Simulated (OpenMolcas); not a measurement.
An atom or ion with 26 electrons was computed by SS-CASPT2, IPEA 0.25 Eh, imaginary shift 0.1 Eh with spin-orbit coupling (OpenMolcas, ANO-RCC-VTZP, DKH2). The lowest levels that the run gave, each within 12 % of the measured value where one is at hand:

```csv
J,Parity,E (cm⁻¹),g
4,even,0.0,1.250
3,even,1823,1.084
2,even,3020,0.670
2,even,16050,1.055
2,even,20090,1.443
1,even,20510,1.501
0,even,20850,
4,even,27510,1.000
0,even,62350,
```

Q: Which ion is it, and what are the configurations and terms?

A: Cu3+ (Z = 29, charge +3; active space 8 electrons in 5 orbitals (3d)). J, parity and g give the terms where levels are pure, and mixed ones are named by the computed weights; the size of the splittings, set against known spectra of the 26-electron sequence, gives the charge. In order, with the measured energies in cm⁻¹ (Sugar and Musgrove, J. Phys. Chem. Ref. Data 19, 527 (1990)): 3d⁸ ³F₄, 3d⁸ ³F₃ (1861), 3d⁸ ³F₂ (3078), 3d⁸ ¹D₂ (16248), 3d⁸ ³P₂ (19697), 3d⁸ ³P₁ (20097), 3d⁸ ³P₀ (20423), 3d⁸ ¹G₄ (26913), 3d⁸ ¹S₀ (61456).

CASPT2 does not keep the components of a term degenerate, so their means are used; among the terms shown or strongly mixed into the levels shown the widest spread is 930 cm-1 (3d⁸ ¹G). Terms from blocks run as CI alone lack orbitals of their own. Computed and measured levels are paired by configuration, term and J; levels that our copy of the source lacks, or whose pairing is in doubt (as where it misses far off the trend of its configuration), stay unpaired and out of the deviations. Levels of configurations outside the active space are missing.
